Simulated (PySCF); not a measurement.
Geometry (Å), atoms numbered from 1 in this order:
```xyz
4

Si    0.0013    0.0066    0.8630
Br    2.0943   -0.0336   -0.2902
Br   -1.0271    1.8214   -0.2955
Br   -1.0685   -1.7945   -0.2774
```

Total charge -1.

Geometry: PBE0-D3(BJ)/def2-SVP; GIAO absolute shieldings from PySCF, gas phase, non-relativistic, averaged over equivalent atoms.

At KT2/pcSseg-1 (147 basis functions, 18 s wall time on 1 thread of an Arm Neoverse V1, shared host):
```tsv
atoms	σ (ppm)
Si1	224.6
Br2/Br3/Br4	2170.7
```

Predict the values at PBE0/pcSseg-1 on the same geometry.

Results:


```json
{"atoms": "Si1", "σ at PBE0/pcSseg-1": "222.1", "change": "-2.5"}
{"atoms": "Br2/Br3/Br4", "σ at PBE0/pcSseg-1": "2255.6", "change": "+84.9"}
```

The largest change is at Br2/Br3/Br4 (bromine bonded to Si). Cost: 147 basis functions, 18 s wall time on 1 thread of an Arm Neoverse V1, shared host.

Relativistic effects, spin–orbit coupling among them, are left out; they matter for Br and for the light atoms bonded to it.
